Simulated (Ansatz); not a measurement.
The same molecule with X = B, Al, Ga, In. Ansatz, PBE0-D4/def2-TZVP geometries, multiplicity 1. Each molecule was computed in one conformer, which needn't be the lowest.

Elements past krypton have def2 core potentials. Scalar relativity is left out up to krypton.

| X | molecule | mean X–Br bond length / Å | mean X–O bond length / Å | HOMO–LUMO gap (PBE/def2-TZVPP) / eV | HOMO–LUMO gap (B3LYP/def2-TZVPP) / eV | HOMO–LUMO gap (ωB97M-V/def2-TZVPP) / eV |
| --- | --- | --- | --- | --- | --- | --- |
| B | `COB(O)Br` | 1.958 | 1.344 | 6.89 | 8.59 | 12.87 |
| Al | `C[O][Al]([OH])[Br]` | 2.251 | 1.674 | 5.27 | 7.13 | 11.69 |
| In | `C[O][In]([OH])[Br]` | 2.442 | 1.965 | 3.29 | 5.14 | 9.99 |

Q: Give the row for X = Ga, `C[O][Ga]([OH])[Br]`. (Estimate.)

A: The calculation gave: 
```csv
X,molecule,mean X–Br bond length / Å,mean X–O bond length / Å,HOMO–LUMO gap (PBE/def2-TZVPP) / eV,HOMO–LUMO gap (B3LYP/def2-TZVPP) / eV,HOMO–LUMO gap (ωB97M-V/def2-TZVPP) / eV
Ga,`C[O][Ga]([OH])[Br]`,2.265,1.767,4.54,6.45,11.29
```

From B to In the mean X–Br bond length rises at each step, by 0.484 Å in all; the mean X–O bond length rises at each step, by 0.621 Å in all; the HOMO–LUMO gap (PBE/def2-TZVPP) falls at each step, by 3.60 eV in all; the HOMO–LUMO gap (B3LYP/def2-TZVPP) falls at each step, by 3.45 eV in all; the HOMO–LUMO gap (ωB97M-V/def2-TZVPP) falls at each step, by 2.88 eV in all. Bonds lengthen as the atom grows down the group.

B3LYP here is the variant with VWN-RPA as its local correlation; programs differ in this.

Spin–orbit coupling is left out; it splits and shifts lone-pair levels of the heavy atoms by tenths of an eV.
